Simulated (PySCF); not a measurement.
Spectrum to structure. Computed with TDDFT CAM-B3LYP/def2-SVPD, vertical, gas phase, core orbitals frozen in the response in PySCF 2.14.0, density-fitted response routines. Geometries: GFN2-xTB, one conformer each.

| state | E (eV) | f |
| --- | --- | --- |
| S1 | 6.50 | 0.011 |
| S2 | 6.70 | 0.047 |
| S3 | 7.25 | 0.246 |
| S4 | 7.47 | 0.040 |
| S5 | 7.77 | 0.069 |
| S6 | 8.10 | 0.073 |
| S7 | 8.19 | 0.0088 |
| S8 | 8.39 | 0.011 |

Triplets computed (Tamm–Dancoff): 5.73, 5.84, 6.55 eV.

Question: Which candidate is it?
A. `[H]/P=C(/F)[SiH3]`
B. `C[SiH](C)P`
C. `[H]/P=C(\C)OC`

Answer: B. Its S1, at 6.50 eV, is the highest among the candidates; the nearest of the others has S1 at 5.18 eV. S1 is HOMO→LUMO (30%), HOMO→LUMO+1 (26%), HOMO→LUMO+4 (26%). Löwdin shares by element: HOMO phosphorus 63%, silicon 12%, carbon 8% or more, hydrogen 7% or more; LUMO silicon 24%, carbon 24%, phosphorus 12% (atoms not listed hold the other 40%). At the same level the other candidates give, for their lowest levels:
- `[H]/P=C(\C)OC`: 5.18 eV (f 0.214); 5.35 eV (f 0.010); 5.86 eV (f 0.015); 6.58 eV (f 0.033); 7.02 eV (f 0.003); T1 2.84 eV; HOMO -7.65, LUMO 0.25 eV
- `[H]/P=C(/F)[SiH3]`: 4.67 eV (f 0.005); 5.20 eV (f 0.247); 6.14 eV (f 0.007); 6.37 eV (f 0.003); 7.30 eV (f 0.117 summed over 2 states); T1 2.58 eV; HOMO -8.77, LUMO -0.91 eV

Conformer computed: `[CH3:1][SiH:2]([CH3:3])[PH2:4]`: H–P4–Si2–C1 -45°, H–P4–Si2–C1 47°.
